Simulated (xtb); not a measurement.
Input for xtb: GFN-FF on CH4 (SMILES C).

```
$ xtb mol.xyz --gfnff --sp --chrg 0 --uhf 0
5

C     -0.00000087    -0.00000019    -0.00000072
H     -0.71147049    -0.28402171    -0.77428835
H      0.11589785     1.08300416     0.00698060
H     -0.36736806    -0.33208942     0.97012181
H      0.96294157    -0.46689284    -0.20281334
```

The log:

```
[...]
           -------------------------------------------------
          |                Calculation Setup                |
           -------------------------------------------------



          ==================== Thresholds ====================
          CN  :   150.00000
          rep :   500.00000
          disp:  2500.00000
          HB1 :   250.00000
          HB2 :   450.00000

          Pauling EN used:
          Z : 1  EN :  2.20
          Z : 6  EN :  2.55
          electric field strengths (au): 0.000

           -------------------------------------------------
          |           Force Field Initialization            |
           -------------------------------------------------

          distances ...
          ----------------------------------------
          generating topology and atomic info file ...
          pair mat ...
          computing topology distances matrix with Floyd-Warshall algo ...
          making topology EEQ charges ...
          #fragments for EEQ constrain: 1
          ----------------------------------------
          generating topology and atomic info file ...
          pair mat ...
          computing topology distances matrix with Floyd-Warshall algo ...
          making topology EEQ charges ...
          #fragments for EEQ constrain: 1
          rings ...
          # BATM   0
          # H in HB   0

  atom   neighbors  erfCN metchar sp-hybrid imet pi  qest     coordinates
    1  C       4    3.48   0.00         3    0    0  -0.074   -0.000002   -0.000000   -0.000001
    2  H       1    0.97   0.00         0    0    0   0.018   -1.344484   -0.536723   -1.463193
    3  H       1    0.97   0.00         0    0    0   0.018    0.219015    2.046581    0.013191
    4  H       1    0.97   0.00         0    0    0   0.018   -0.694225   -0.627558    1.833265
    5  H       1    0.97   0.00         0    0    0   0.018    1.819696   -0.882300   -0.383262

          #atoms :   5
          #bonds :   4
          #angl  :   6
          #tors  :   0
          #nmol  :   1
          #optfrag :   1
           -------------------------------------------------
          |                   G F N - F F                   |
          |          A general generic force-field          |
          |                  Version 1.0.3                  |
           -------------------------------------------------
          Number of HB bonds (bound hydrogen)     0
          Number of HB bonds (unbound hydrogen)   0
          Number of XB bonds                      0

 E+G (total)                   0 d,  0 h,  0 min,  0.000 sec
 distance/D3 list               ...        0 min,  0.000 sec (  1.047%)
 non bonded repulsion           ...        0 min,  0.000 sec ( 25.379%)
 dCN                            ...        0 min,  0.000 sec (  1.727%)
 EEQ energy and q               ...        0 min,  0.000 sec ( 16.877%)
 D3                             ...        0 min,  0.000 sec ( 15.400%)
 EEQ gradient                   ...        0 min,  0.000 sec (  4.753%)
 bonds                          ...        0 min,  0.000 sec (  9.119%)
 bend and torsion               ...        0 min,  0.000 sec (  6.220%)
 bonded ATM                     ...        0 min,  0.000 sec (  0.481%)
 HB/XB (incl list setup)        ...        0 min,  0.000 sec ( 10.532%)

         :::::::::::::::::::::::::::::::::::::::::::::::::::::
         ::                     SUMMARY                     ::
         :::::::::::::::::::::::::::::::::::::::::::::::::::::
         :: total energy              -0.630864086101 Eh    ::
         :: gradient norm              0.002552440394 Eh/a0 ::
         ::.................................................::
Note: The following floating-point exceptions are signalling: IEEE_UNDERFLOW_FLAG IEEE_DENORMAL
normal termination of xtb
         :: bond energy               -0.654648590401 Eh    ::
         :: angle energy               0.000067273257 Eh    ::
         :: torsion energy             0.000000000000 Eh    ::
         :: repulsion energy           0.025926474873 Eh    ::
         :: electrostat energy        -0.001558484894 Eh    ::
         :: dispersion energy         -0.000650758936 Eh    ::
         :: HB energy                  0.000000000000 Eh    ::
         :: XB energy                  0.000000000000 Eh    ::
         :: bonded atm energy          0.000000000000 Eh    ::
         :: external energy            0.000000000000 Eh    ::
         :: add. restraining           0.000000000000 Eh    ::
         :: total charge               0.000000000000 e     ::
         :::::::::::::::::::::::::::::::::::::::::::::::::::::

           -------------------------------------------------
          |                Property Printout                |
           -------------------------------------------------

molecular dipole:
                 x           y           z       tot (Debye)
 q only:        0.000       0.000       0.000       0.000

           -------------------------------------------------
          | TOTAL ENERGY               -0.630864086101 Eh   |
          | GRADIENT NORM               0.002552440394 Eh/α |
           -------------------------------------------------
########################################################################
[WARNING] Runtime exception occurred
-1- gfnff_setup: Could not read topology file.
########################################################################

------------------------------------------------------------------------
------------------------------------------------------------------------
 total:
 SCF:
```

The run finished.

Cost: very roughly 0.020 core-seconds.
